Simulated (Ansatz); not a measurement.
Species: BOF, charge 0, singlet. BOF (fluoro(oxo)borane, SMILES O=BF).
B3LYP-D3(BJ)/def2-TZVP minimum from Ansatz (a quantum-chemistry and plane-wave program):
```xyz
3

F      0.0000     0.0000    -1.1989
B      0.0000     0.0000     0.0871
O      0.0000     0.0000     1.2943
```
Charge 0, spin multiplicity 1.

Property: atomisation energy (electronic, to ground-state atoms), in kcal/mol. Open shells are spin-unrestricted; no spin-orbit coupling. CBS(X,Y): correlation extrapolated as X^-3, Hartree-Fock from the larger set (Q,5: extrapolated as (X+1)exp(-9√X)). A bracket is a step between two methods taken in the basis named. Functionals run without relativity, which enters their misses. Double hybrids freeze cores in their MP2 part. '+ core + X2C': CCSD(T) terms for core correlation (cc-pwCVTZ) and scalar relativity (cc-pVTZ-DK). For partners of very few electrons the exact lower level stands in for a higher one.

CCSD(T)/CBS(cc-pVQZ,cc-pV5Z) + [CCSDT(Q) - CCSD(T)]/cc-pVTZ + [CCSDTQ - CCSDT(Q)]/cc-pVDZ + core + X2C (Ansatz) gives 357.9 kcal/mol.

Q: How far off this value is PBE/def2-TZVPD (Ansatz), in which direction, and which of these levels come nearer: r2SCAN/def2-TZVPD, B3LYP/def2-TZVPD, PBE0/def2-TZVPD, wB97M-V/def2-TZVPD, B2PLYP/def2-TZVPD, CCSD(T)/CBS(cc-pVQZ,cc-pV5Z) + core + X2C?

A: PBE gives 371.6 kcal/mol, 13.7 kcal/mol above it. Differences of the others: r2SCAN/def2-TZVPD (Ansatz) 2.0; B3LYP/def2-TZVPD (Ansatz) -2.6; PBE0/def2-TZVPD (Ansatz) -3.0; wB97M-V/def2-TZVPD (Ansatz) 0.1; B2PLYP/def2-TZVPD (Ansatz) -0.7; CCSD(T)/CBS(cc-pVQZ,cc-pV5Z) + core + X2C (Ansatz) -0.1 kcal/mol. Nearer than PBE: r2SCAN/def2-TZVPD, B3LYP/def2-TZVPD, PBE0/def2-TZVPD, wB97M-V/def2-TZVPD, B2PLYP/def2-TZVPD, CCSD(T)/CBS(cc-pVQZ,cc-pV5Z) + core + X2C.
